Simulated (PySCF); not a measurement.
**Correlation energy of Ru⁺ (ruthenium, charge +1)**

[Kr] 4d6 5s1, 5s spin antiparallel (an excited configuration). Computed with PySCF 2.14 in aug-cc-pVDZ-PP with ECP28MDF, with a scalar-relativistic core potential. Frozen: 4s2 4p6; 7 electrons correlated.

MP2 pair energies summed by pair of shells (mhartree):

| pair | energy | share (%) |
| --- | --- | --- |
| 4d-4d | -78.43 | 72.9 |
| 4d-5s | -29.09 | 27.1 |

Total MP2 correlation energy: -107.52 mhartree.

Same-spin part -48.66 and opposite-spin part -58.86 mhartree; SCS-MP2 scales them by 1/3 and 6/5 to -86.86 mhartree.
